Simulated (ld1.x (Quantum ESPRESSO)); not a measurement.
# Pseudopotential generation for hydrogen: ultrasoft, revPBE, scalar-relativistic.

* Element: H (Z = 1)
* Generator: ld1.x (Quantum ESPRESSO) 7.5
* Type: ultrasoft
* Functional: revPBE
* Relativity: scalar-relativistic
* Frozen core: none
* Valence charge: 1
* Reference configuration: 1s1
* Partial waves: 1s (bound): rcut 1.05, rcutus 1.10 bohr; 1s channel at -0.05 Ry: rcut 1.05, rcutus 1.10 bohr; 2p channel at 0.35 Ry: rcut 1.05, rcutus 1.10 bohr
* Local potential: all-electron potential smoothed inside 1.00 bohr (lloc = -2)
* Core correction: none
* Augmentation charge: PSQ, radius 0.75 bohr

Poles of the logarithmic derivatives, all-electron (AE) and pseudo (PS). s: poles at 3.1 (AE) and 3.1 (PS) Ry. p: poles at no energy (AE) and no energy (PS) Ry. Test radius 1.20 bohr.

- Cutoffs needed: 18 Ry and 30 Ry (the cutoffs (Ry, on a coarse ladder) from which the occupation-weighted sum of valence levels, in a spherical-Bessel basis at the reference potential, stays within 10 and 1 mRy of its value at 400 Ry)
- Ghost test: no extra level below or beside the all-electron valence levels (s, p, d, f tested) (spherical-Bessel basis up to 400 Ry, 20 bohr box)
- Lowest eigenvalue of the overlap operator: 0.95 (p channel)
- Density cutoff estimated by the generator: 423 Ry
